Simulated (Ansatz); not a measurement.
Species: C₃H₆Ge, SMILES `C=C=[CH][GeH3]` (charge 0, multiplicity 1).

Question: Give a relaxed geometry from B3LYP-D3(BJ)/def2-TZVP (Ansatz, a quantum-chemistry and plane-wave program).

Answer: the end point of this relaxation (outside a Z-matrix the atoms follow the SMILES, hydrogens last).
Cartesian coordinates (Å) in one orientation:
```xyz
10

C      1.923    -1.068    -0.366
C      1.051    -0.251     0.152
C      0.153     0.549     0.641
Ge    -1.676     0.586    -0.046
H      2.545    -0.770    -1.201
H      2.058    -2.068     0.028
H      0.415     1.220     1.454
H     -1.998     1.988    -0.598
H     -1.806    -0.463    -1.159
H     -2.665     0.276     1.094
```
